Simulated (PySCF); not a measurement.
Boron monoxide dimer, B₂O₂, SMILES O=BB=O, B3LYP/def2-SVP optimised geometry.

```
4

O      2.03     0.00     0.00
B      0.82     0.00     0.00
B     -0.82     0.00     0.00
O     -2.03     0.00     0.00
```

Density from B3LYP/def2-TZVP in PySCF at that geometry.

Minimum of the electron density along straight lines between bonded atoms, close to the bond critical point (lines longer than 1.1 times the sum of covalent radii, or with two minima, are not listed):

| bond | length / Å | ρ at the minimum / e bohr⁻³ | ∇²ρ there / e bohr⁻⁵ | position (fraction from the first atom) |
|---|---|---|---|---|
| O1–B2 | 1.201 | 0.321 | 2.10 | 0.66 |
| B2–B3 | 1.649 | [?] | [?] | 0.50 |
| B3–O4 | 1.201 | 0.321 | 2.10 | 0.34 |

### Question
Fill in the missing entries.

### Answer

- B2–B3, ρ at the minimum / e bohr⁻³: 0.166
- B2–B3, ∇²ρ there / e bohr⁻⁵: -0.44
